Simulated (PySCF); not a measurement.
Frontier orbitals and the lowest excitations

Species: SnH2(NHMe)2, C2H10N2Sn.
Z-matrix (Å and degrees, PBE0-D3(BJ)/def2-SVP geometry), rows numbered from 1:
```
Sn
H   1  1.7120
H   1  1.7213  2  114.65
N   1  2.0412  2  104.02  3  -126.21
C   4  1.4426  1  122.64  2    32.75
H   4  1.0155  1  115.17  2   176.40
H   5  1.1053  4  111.18  1  -156.65
H   5  1.1030  4  110.05  1   -39.42
H   5  1.1097  4  115.46  1    81.34
N   1  2.0329  2  108.92  3   116.85
C  10  1.4442  1  120.89  2    63.86
H  10  1.0160  1  113.87  2  -157.32
H  11  1.1046 10  110.85  1  -164.33
H  11  1.1029 10  109.98  1   -47.16
H  11  1.1088 10  115.39  1    73.32
```

Level of theory: PySCF, TDDFT B3LYP/def2-SVPD, vertical, gas phase, core orbitals frozen in the response, def2 core potentials past Kr. Spin–orbit coupling is left out.

Frontier orbitals with the atoms that hold most of them (Löwdin shares over 4%, at most four atoms; ? is withheld):

```
orbital  ε (eV)                             atoms
 LUMO+2    0.11   Sn1 36%, C5 13%, H3 11%, H2 10%
 LUMO+1    0.05   Sn1 33%, H3 22%, H2 18%, N4 13%
   LUMO   -0.07                                 ?
   HOMO       ?     N4 61%, C5 13%, Sn1 6%, H9 6%
 HOMO-1   -6.22                                 ?
 HOMO-2   -8.83  N10 31%, Sn1 18%, C11 16%, H2 9%
 HOMO-3   -8.90   Sn1 32%, H2 25%, H3 14%, N4 11%
```

Problem. Give the leading atoms of the HOMO-1.

Solution. N10 (bonded to C, Sn and H) 61%; C11 (bonded to N and 3 H) 13%; H15 (bonded to C) 6%; Sn1 (bonded to 2 N and 2 H) 6%.

Problem. Which atoms hold the LUMO, and with what shares?

Solution. Sn1 (bonded to 2 N and 2 H) 36%; N10 (bonded to C, Sn and H) 11%; H12 (bonded to N) 9%; C11 (bonded to N and 3 H) 8%.

Problem. What is the HOMO energy, and the HOMO–LUMO gap?

Solution. ε(HOMO) = -6.14 eV; the gap is 6.07 eV (0.2232 hartree).

Problem. How does S1 compare with the orbital gap of 6.07 eV?

Solution. S1 is at 5.06 eV (f = 0.020), 1.01 eV below the gap, made of HOMO→LUMO (72%), HOMO→LUMO+1 (16%). 

Problem. One configuration dominates each of S1 and S2. Which, and how do the shares of the two leading atoms of either orbital change from the occupied to the empty one?

Solution. 
- S1 (5.06 eV, f 0.020), HOMO→LUMO (72%): N4 61% → at most 9%, C5 13% → at most 9%, Sn1 6% → 36%, N10 at most 6% → 11%
- S2 (5.13 eV, f 0.023), HOMO-1→LUMO (83%): N10 61% → 11%, C11 13% → 8%, Sn1 6% → 36%

Löwdin shares depend on the basis, the more so with diffuse functions.

One conformer stands for the species.
